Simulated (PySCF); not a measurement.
Excitations are Tamm–Dancoff values on a coarser integration grid. The basis has no diffuse functions, so Rydberg states are missing or too high.

Cartesian coordinates (Å):
```xyz
5

O     -0.5560    -1.0062    -0.0131
B     -0.0895     0.2415     0.0003
I      2.0229     0.6231     0.0293
I     -1.4937     1.8387    -0.0077
H      0.1162    -1.6972    -0.0089
```
Charge 0, multiplicity 1.

### Question
Predict the T1 excitation (TDA), HOMO–LUMO gap and HOMO from CAM-B3LYP-D3(BJ)/def2-TZVP in PySCF.

### Answer

The T1 excitation (TDA) is 5.11 eV and the HOMO–LUMO gap is 8.73 eV. The HOMO comes out as -8.70 eV.
